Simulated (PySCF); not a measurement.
PySCF 2.14 output of a UHF calculation on a single atom or ion in aug-cc-pwCVTZ-DK (10s9p7d4f3g, 127 functions), with the spin-free X2C one-electron Hamiltonian (Gaussian nucleus):

```
SCF conv_tol = 1e-09
number electrons alpha = 16  beta = 9
cycle= 1 E= -1270.71919182783  delta_E= -2.27e-13  |g|= 4.43e-07  |ddm|= 3.6e-05
converged SCF energy = -1270.71919182783  <S^2> = 15.750667  2S+1 = 8.0001667
```

The run itself started from symmetry-adapted Hartree-Fock orbitals and held the occupation by maximum overlap, so the iterations belong to that start.

Task: Which element, charge and spin multiplicity is this?

Result: Fe+ (iron, charge +1), multiplicity 8; the state was [Ar] 3d5 4s1 5s1, high-spin 8S determinant (an excited configuration).

The outer electron is Rydberg-like, and this basis confines it to a smaller radius and binds it less than a complete one would.
